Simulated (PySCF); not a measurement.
Computed IR spectrum (relative IR intensity) of a molecule C₄H₄O₃. The structure is a stationary point at PBE-D3(BJ)/def2-SVP. The values are those of a single conformer. Level of theory: PBE-D3(BJ)/def2-SVP in PySCF. Frequencies are harmonic and unscaled.

ν (cm⁻¹): 757 (vw), 818 (w), 883 (vw), 986 (w), 1079 (m), 1096 (m), 1297 (vs), 1390 (vw), 1694 (w), 1866 (s), 2954 (m), 3008 (w) (against the strongest line: vs over 80 %, s over 45 %, m over 15 %, w over 4 %, vw less)

**Question.** Which molecule gave these data?
A. O=CC1OC=CO1
B. CC=C1OC(=O)O1
C. O=C1OC=CCO1
D. C=C1OCOC1=O

**Answer.** D, C=C1OCOC1=O
